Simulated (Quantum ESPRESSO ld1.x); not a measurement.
Problem. The mean radii <r> (bohr) of the occupied orbitals of an atom or ion are listed with their occupations. All-electron calculation, scalar-relativistic Kohn-Sham, exchange-only LDA, spin-polarised, spherical densities, point nucleus. Program: ld1.x of Quantum ESPRESSO 7.5.

| orbital | occ. | <r> |
|---|---|---|
| 1s up | 1 | 0.07318 |
| 1s down | 1 | 0.07314 |
| 2s up | 1 | 0.3387 |
| 2s down | 1 | 0.3394 |
| 2p up | 3 | 0.3006 |
| 2p down | 2 | 0.3016 |
| 3s up | 1 | 1.021 |
| 3s down | 1 | 1.026 |
| 3p up | 3 | 1.075 |
| 3p down | 3 | 1.084 |
| 3d up | 1 | 1.230 |

Name the element and its charge. Open shells, if any, are filled with parallel spins first.

Solution. Z = 21, scandium, charge +3: Sc3+ in [He] 2s2 2p5 3s2 3p6 3d1. The 1s radius gives Z: for a bare nucleus <r> = (2 gamma + 1)/(2Z) with gamma = sqrt(1 - (Z/c)^2), 0.07087 bohr for Z = 21, and screening makes it slightly larger (0.07318 here). The occupations add up to 18, and the charge is Z minus that.
